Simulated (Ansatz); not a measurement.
C₂H₅Cl₃Sn, SMILES `C[CH2][Sn]([Cl])([Cl])[Cl]`, relaxed with RKS PBE-D4/def2-SVP in the Gaussian-basis code of Ansatz from a rough embedded geometry. The force threshold is 0.03 eV/Å; the program also tests the step.

Charge 0, multiplicity 1. Sn: def2 effective core potential.

Start:

```xyz
11

C    -1.323   -0.868    0.000
C    -0.190   -0.162    0.829
Sn    1.216    0.869   -0.459
Cl    0.118    2.424   -1.704
Cl    2.178   -0.729   -1.940
Cl    2.916    1.831    0.862
H    -0.838   -1.587   -0.694
H    -1.802   -0.077   -0.596
H    -1.990   -1.338    0.714
H     0.348   -0.946    1.440
H    -0.634    0.582    1.549
```

**Question.** How much energy does the relaxation release, and in how many steps? (Best estimate.)

**Answer.** Computed: 20.65 kJ/mol, in 5 steps.

**Question.** Which bonds change most? (Estimate.)

**Answer.** Ansatz gave: Sn3–Cl4 from 2.275 to 2.365 Å; C1–C2 from 1.572 to 1.525 Å; C1–H9 from 1.084 to 1.110 Å; C2–H10 from 1.131 to 1.109 Å.

**Question.** Give the relaxed structure. (An estimate is asked.)

**Answer.** Computed: 
```xyz
11

C    -1.309   -0.855    0.009
C    -0.222   -0.197    0.853
Sn    1.225    0.825   -0.401
Cl    0.153    2.480   -1.708
Cl    2.214   -0.701   -1.914
Cl    2.970    1.878    0.793
H    -0.888   -1.607   -0.688
H    -1.870   -0.111   -0.592
H    -2.040   -1.376    0.663
H     0.374   -0.919    1.446
H    -0.609    0.584    1.539
```
